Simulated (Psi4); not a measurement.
A dimer, CH6Si ··· H2O (SMILES C[SiH3] and O); the first 8 atoms form monomer A.

```
11

Si    -0.8816     0.1042    -0.0221
C      0.9810    -0.1160     0.0246
H     -1.4881    -0.7908    -1.0378
H     -1.2337     1.5039    -0.3649
H     -1.4788    -0.2165     1.2974
H      1.2448    -1.1447     0.2765
H      1.4317     0.5408     0.7708
H      1.4248     0.1190    -0.9445
O      0.2673     1.9859     2.0929
H     -0.2173     2.4696     1.4161
H     -0.3723     1.3764     2.4753
```

Problem. What interaction energy does SAPT0/jun-cc-pVDZ, frozen core (Psi4) give, and which attractive term is the largest?

Solution. Total 1.88 kcal/mol: electrostatics -6.38, exchange 12.69, induction -1.62, dispersion -2.80. The most attractive term is electrostatics.
